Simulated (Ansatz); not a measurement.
H7MgNSi2 (`[MgH][N]([SiH3])[SiH3]`), relaxed with RKS PBE0-D4/def2-TZVP in Ansatz 0.2.0 from a PBE-D4/def2-SVP geometry. The force threshold is 0.005 eV/Å; the program also tests the step.

Total charge 0; spin multiplicity 1.

Start:

```xyz
11

Mg   -1.624   -0.182    1.412
N    -0.157   -0.017    0.138
Si    1.472    0.043    0.761
Si   -0.552    0.060   -1.561
H    -2.899   -0.326    2.521
H     1.373   -0.048    2.273
H     2.201    1.325    0.433
H     2.345   -1.098    0.293
H     0.025   -1.077   -2.372
H    -2.064   -0.024   -1.670
H    -0.120    1.345   -2.228
```

Problem. By how much does the energy fall, and how many steps does the optimiser take? (Estimate.)

Solution. Ansatz gave: 5.91 kJ/mol, in 6 steps, 1 of them rejected.

Problem. Which bonds change most? (An estimate is asked.)

Solution. The calculation gave: N2–Si4 from 1.745 to 1.708 Å; N2–Si3 from 1.745 to 1.708 Å; Mg1–N2 from 1.950 to 1.928 Å; Si4–H11 from 1.511 to 1.492 Å.

Problem. Give the relaxed structure. (Estimate.)

Solution. Computed: 
```xyz
11

Mg   -1.575   -0.176    1.370
N    -0.125   -0.014    0.110
Si    1.454    0.043    0.756
Si   -0.549    0.059   -1.543
H    -2.844   -0.318    2.474
H     1.322   -0.053    2.248
H     2.182    1.309    0.456
H     2.326   -1.084    0.314
H     0.000   -1.065   -2.356
H    -2.046   -0.027   -1.616
H    -0.144    1.328   -2.213
```
